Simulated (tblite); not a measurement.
Species: C₈H₇S (doublet state).
SMILES with atom numbers: `[CH2:1]=[C:2][c:3]1[cH:4][cH:5][cH:6][c:7]([SH:8])[cH:9]1` (hydrogens: H10, H11 on C1; H12 on C4; H13 on C5; H14 on C6; H15 on S8; H16 on C9)
Bond orders are those of one Lewis drawing.

Computed with GFN2-xTB (tblite), gas phase: L-BFGS steps from a force-field or distance-geometry start until the largest atomic force falls under 0.01 eV/Å.

Step 19: E = -648.4042 eV
```
atom  x, y, z in Å  |  force x, y, z in eV/Å
C1     -2.9522   -1.3519   -0.3851   -0.011   0.006   0.000
C2     -1.8342   -0.7406   -0.2002   -0.081  -0.055  -0.011
C3     -0.6639   -0.0905   -0.0078   -0.108  -0.029  -0.021
C4     -0.6455    1.2315    0.5225   -0.019  -0.004  -0.011
C5      0.5461    1.8882    0.6935   -0.080   0.002  -0.027
C6      1.7505    1.2710    0.3765   -0.007   0.000   0.043
C7      1.7494   -0.0389   -0.1074   -0.058  -0.038   0.009
S8      3.3228   -0.7895   -0.4043    0.123  -0.043  -0.041
C9      0.5750   -0.7158   -0.3257   -0.025  -0.010   0.054
H10    -3.5158   -1.2670   -1.3092    0.038  -0.029   0.058
H11    -3.4049   -1.9858    0.3714    0.027   0.054  -0.056
H12    -1.5930    1.6838    0.7753    0.073   0.065   0.009
H13     0.5516    2.8944    1.0841    0.023   0.023   0.009
H14     2.6908    1.7771    0.5180    0.020   0.043   0.019
H15     2.8696   -2.0332   -0.5388   -0.021  -0.016  -0.050
H16     0.5462   -1.7238   -0.7152    0.107   0.031   0.018
```

Step 20: E = -648.4062 eV
```
atom  x, y, z in Å  |  force x, y, z in eV/Å
C1     -2.9514   -1.3505   -0.3847    0.009  -0.002   0.003
C2     -1.8316   -0.7431   -0.1972   -0.104  -0.053  -0.028
C3     -0.6625   -0.0912   -0.0051   -0.100  -0.030  -0.046
C4     -0.6480    1.2338    0.5191    0.008  -0.019   0.007
C5      0.5441    1.8909    0.6883   -0.079   0.001  -0.030
C6      1.7502    1.2732    0.3770   -0.010  -0.027   0.077
C7      1.7523   -0.0426   -0.0925   -0.053  -0.011  -0.043
S8      3.3276   -0.7992   -0.3717    0.010  -0.155  -0.065
C9      0.5777   -0.7175   -0.3192   -0.004  -0.018   0.088
H10    -3.5173   -1.2602   -1.3070    0.047  -0.031   0.064
H11    -3.3994   -1.9916    0.3683    0.009   0.057  -0.052
H12    -1.5962    1.6865    0.7727    0.100   0.046  -0.010
H13     0.5485    2.8992    1.0733    0.025   0.028   0.005
H14     2.6895    1.7814    0.5203    0.009   0.036   0.015
H15     2.8557   -2.0311   -0.5915    0.047   0.111  -0.016
H16     0.5531   -1.7292   -0.7026    0.087   0.068   0.031
```

Step 21: E = -648.4085 eV
```
atom  x, y, z in Å  |  force x, y, z in eV/Å
C1     -2.9541   -1.3502   -0.3851    0.021  -0.016   0.005
C2     -1.8332   -0.7459   -0.1964   -0.075  -0.019  -0.034
C3     -0.6656   -0.0920   -0.0044   -0.045  -0.022  -0.054
C4     -0.6500    1.2350    0.5170    0.027  -0.032   0.019
C5      0.5429    1.8903    0.6860   -0.037   0.006  -0.023
C6      1.7517    1.2742    0.3778   -0.009  -0.042   0.095
C7      1.7539   -0.0443   -0.0858   -0.033   0.003  -0.085
S8      3.3286   -0.8091   -0.3711    0.022   0.082  -0.007
C9      0.5776   -0.7163   -0.3162    0.016  -0.022   0.104
H10    -3.5200   -1.2634   -1.3063    0.037  -0.013   0.023
H11    -3.4008   -1.9919    0.3656   -0.016   0.027  -0.006
H12    -1.5947    1.6934    0.7737    0.089   0.020  -0.025
H13     0.5487    2.8987    1.0716    0.016   0.024  -0.006
H14     2.6894    1.7873    0.5233   -0.021  -0.001   0.003
H15     2.8559   -2.0285   -0.6027   -0.034  -0.064  -0.043
H16     0.5621   -1.7284   -0.6993    0.041   0.068   0.035
```

Problem. Estimate the geometry and energy of step 22. (The exact step hangs on the optimiser's Hessian estimate; all steps are aligned on step 21, rigid shifts and turns removed.)

Solution. E = -648.4097 eV, largest force 0.089 eV/Å
```
atom  x, y, z in Å  |  force x, y, z in eV/Å
C1     -2.9542   -1.3506   -0.3850    0.004  -0.023   0.000
C2     -1.8337   -0.7471   -0.1964   -0.034   0.004  -0.027
C3     -0.6666   -0.0926   -0.0048   -0.007  -0.013  -0.034
C4     -0.6499    1.2344    0.5163    0.023  -0.024   0.010
C5      0.5421    1.8911    0.6842   -0.002   0.001  -0.010
C6      1.7523    1.2746    0.3801   -0.012  -0.037   0.078
C7      1.7545   -0.0444   -0.0831   -0.007   0.015  -0.064
S8      3.3300   -0.8128   -0.3632   -0.032   0.046  -0.016
C9      0.5781   -0.7163   -0.3121    0.012  -0.016   0.087
H10    -3.5205   -1.2628   -1.3045    0.020  -0.009  -0.014
H11    -3.4008   -1.9929    0.3636   -0.027   0.007   0.025
H12    -1.5934    1.6941    0.7721    0.061   0.028  -0.022
H13     0.5482    2.9005    1.0685    0.009   0.009  -0.011
H14     2.6892    1.7902    0.5246   -0.033  -0.016   0.002
H15     2.8526   -2.0286   -0.6180   -0.011  -0.011  -0.029
H16     0.5645   -1.7278   -0.6947    0.035   0.039   0.026
```

The energy changes by -0.0012 eV. The first-order estimate −F·Δx gives -0.0016 eV and the mean of the old and new forces, exact on a quadratic surface, -0.0012 eV. The step makes an angle of 75° with the force vector and moves no atom by more than 0.016 Å.

The cost below is that of the whole relaxation. The run took 0.27 s of wall time on one thread, Arm Neoverse V2 (aarch64), shared host.
